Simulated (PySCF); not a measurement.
Molecular orbitals of Pb₂

TPSSh at R = 2.896 Å; basis Pb cc-pVDZ-PP with ECP60; scalar-relativistic core potentials; PySCF 2.14. State: ³Σg⁻ (triplet), unpaired electrons π ↑↑. Only the outer orbitals are listed.

| spin | orbital | occ. | ε (eV) | main shells (%) |
| --- | --- | --- | --- | --- |
| α | σg | 1 | -13.68 | 96 s |
| α | σu | 1 | -11.40 | 96 s |
| α | πu | 1 | -4.76 | 98 p |
| α | πu | 1 | -4.76 | 98 p |
| α | σg | 1 | -4.70 | 95 p |
| α | πg | 0 | -2.47 | 100 p |
| α | πg | 0 | -2.47 | 100 p |
| α | σu | 0 | -0.03 | 107 p |
| β | σg | 1 | -12.90 | 96 s |
| β | σu | 1 | -10.77 | 96 s |
| β | σg | 1 | -4.31 | 96 p |
| β | πu | 0 | -3.29 | 99 p |
| β | πu | 0 | -3.29 | 99 p |
| β | πg | 0 | -1.58 | 99 p |

Question: Which are the highest filled and the lowest empty level, where do they sit, and how wide is the gap?

Answer: Highest filled β σg at -4.31 eV (in %: 96 p); lowest empty β πu at -3.29 eV (in %: 99 p); the gap at TPSSh is 1.02 eV.

```
bond order (Mayer) : 1.98
⟨S²⟩               : 2.002
```

Shares are Mulliken populations and can fall outside 0 to 100 %.

Spin–orbit coupling is left out, which matters for elements this heavy, above all for dissociation energies. The state is the lowest determinant that a PBE0 search found; another state may lie lower at other levels.
